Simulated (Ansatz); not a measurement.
Relaxation of Cl₅FH₂W (9 atoms, charge 0, multiplicity 1), to a largest force component of 0.03 eV/Å in at most 50 steps.

Method: RKS PBE/def2-SVP in Ansatz.

```xyz
9
Properties=species:S:1:pos:R:3
W 0.332 -0.375 -0.376
F -0.442 -0.537 2.569
Cl 2.038 1.102 -1.067
H 0.587 0.801 0.795
Cl -1.644 0.736 -0.102
Cl -0.703 -2.430 -0.123
Cl -0.011 -0.475 -2.671
Cl 2.080 -1.366 0.897
H 0.397 -0.888 2.776
```

Question: Where does it end, and by what steps?

Answer: The run converged. After 8 steps the energy has fallen by 0.042 eV; H9 moved furthest, 0.33 Å.

```tsv
step	energy less start (eV)	largest force component (eV/Å)	accepted
0	0.0000	0.406	yes
1	-0.0250	0.214	yes
2	-0.0309	0.155	yes
3	-0.0366	0.095	yes
4	-0.0410	0.124	yes
5	-0.0416	0.102	yes
6	-0.0423	0.056	yes
7	-0.0423	0.047	no
8	-0.0424	0.020	yes
```

```xyz
9
Properties=species:S:1:pos:R:3
W 0.299 -0.353 -0.264
F -0.381 -0.559 2.324
Cl 2.027 1.082 -1.008
H 0.580 0.906 0.814
Cl -1.672 0.787 -0.081
Cl -0.729 -2.425 -0.020
Cl 0.006 -0.550 -2.553
Cl 2.054 -1.320 1.013
H 0.451 -0.999 2.474
```

Whether the end is a true minimum wasn't checked by a vibrational analysis.

The run took 22 s on 4 threads of Arm Neoverse V2 (shared host), peak memory 0.25 GiB.
